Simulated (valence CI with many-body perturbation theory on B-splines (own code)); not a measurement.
Valence orbitals of Sn¹⁸⁺

Level of theory: configuration interaction combined with many-body perturbation theory (CI+MBPT): four valence electrons over a frozen Dirac-Fock core [Ar] 3d10, radial functions for each j: 11 s, 11 p, 10 d, 8 f, 5 g, 2 h, with the one-electron correlation potential Σ1, the two-electron term Σ2, the three-electron term Σ3, Breit, model QED; selected CI, second order for the rest, scaled by the run's own slope (own B-spline code, finite nucleus).

No measured spectrum was set against this ion. As an estimate, levels hold to about 250 cm⁻¹ or 0.2 % of their energy and the worst to 1 %, as in measured heavy ions of charge 2 to 7; those with d or f electrons hold less well. Among the levels kept, up to 560 cm⁻¹ of a level comes from second order outside the variational space, and about a tenth of that is noise between levels of different J, which matters for small intervals.

These are the spectroscopic orbitals of the CI (the correlating ones are not listed), shaped by the core and the other valence electrons. h is the expectation value of the core's Dirac-Fock operator, without the valence repulsion; Σ1 is computed up to l = 3 at one energy for each symmetry, that of its lowest orbital but kept below the first core excitation, so for empty shells it is not the orbital's own correlation shift; Breit and QED include the response of the core.

```csv
Orbital,h (hartree),Σ1 (cm⁻¹),Breit (cm⁻¹),QED (cm⁻¹),⟨r⟩ (bohr)
4s1/2,-23.545,-11667,2158,1647,0.7339
5s1/2,-13.534,-3814,887,682,1.294
6s1/2,-8.7981,-1753,441,342,2.019
7s1/2,-6.1818,-970,254,198,2.897
8s1/2,-4.5817,-597,160,125,3.933
9s1/2,-3.5317,-395,107,83.6,5.126
4p1/2,-21.888,-11475,3326,-73.5,0.7498
5p1/2,-12.763,-3828,1375,-29.7,1.339
6p1/2,-8.385,-1824,709,-15.2,2.084
7p1/2,-5.9347,-1028,416,-8.9,2.985
8p1/2,-4.4224,-640,265,-5.6,4.043
9p1/2,-3.423,-427,179,-3.8,5.260
4p3/2,-21.455,-10693,2077,86.8,0.7666
5p3/2,-12.571,-3646,861,36.5,1.361
6p3/2,-8.2828,-1754,465,19.0,2.111
7p3/2,-5.8738,-993,273,11.2,3.017
8p3/2,-4.3833,-621,174,7.2,4.080
9p3/2,-3.3964,-415,118,4.9,5.302
4d3/2,-18.745,-10490,1150,-93.5,0.7933
5d3/2,-11.327,-3772,507,-39.7,1.435
6d3/2,-7.6118,-1895,275,-21.2,2.225
7d3/2,-5.4702,-1100,166,-12.7,3.172
8d3/2,-4.1216,-699,108,-8.2,4.277
4d5/2,-18.66,-10264,629,-46.3,0.7979
5d5/2,-11.288,-3700,270,-19.4,1.440
6d5/2,-7.5904,-1860,146,-10.3,2.232
7d5/2,-5.4572,-1080,87.7,-6.1,3.180
8d5/2,-4.1131,-687,56.7,-3.9,4.286
4f5/2,-15.809,-9241,222,-30.8,0.8051
5f5/2,-10.039,-3245,113,-16.5,1.496
6f5/2,-6.9217,-1615,63.9,-9.6,2.334
7f5/2,-5.0549,-938,39.2,-6.1,3.328
4f7/2,-15.799,-9111,0.6,-20.9,0.8062
5f7/2,-10.033,-3191,0.0,-11.3,1.498
6f7/2,-6.9176,-1588,-0.1,-6.6,2.335
7f7/2,-5.0522,-922,-0.1,-4.1,3.330
5g7/2,-9.5787,,1.7,-1.7,1.410
6g7/2,-6.6538,,1.7,-1.2,2.268
7g7/2,-4.8862,,1.3,-0.9,3.284
5g9/2,-9.5765,,-5.0,0.3,1.411
6g9/2,-6.6524,,-4.6,-0.1,2.268
7g9/2,-4.8854,,-3.5,-0.1,3.285
6h9/2,-6.6055,,,,2.045
6h11/2,-6.6047,,,,2.046
```

Among the shells of the start configuration 4s2 4p2, Σ1 is largest in size for 4s1/2, where it is 0.23 % of h.

Lowest root of each symmetry, sizes in configuration state functions:

```csv
J,Parity,Roots,Reference,Variational,Second order,Change by selected CI (cm⁻¹),Change by second order (cm⁻¹)
0,even,12,54,29534,156199,-3829,-1
1,even,18,116,31992,524880,-3366,-61
2,even,27,160,32016,888532,-3805,-87
3,even,19,132,32132,903086,-3077,-90
4,even,13,102,31920,847368,-2673,-63
5,even,4,55,31980,595525,-3215,-47
0,odd,10,44,29163,135593,-5291,-2
1,odd,24,119,31969,535812,-4343,-57
2,odd,29,150,31871,738963,-2607,-66
3,odd,24,137,31988,664429,-3581,-154
4,odd,15,101,31921,643870,-6109,-170
5,odd,6,60,31963,490720,-6980,-133
6,odd,3,28,32237,373502,-5162,-37
```
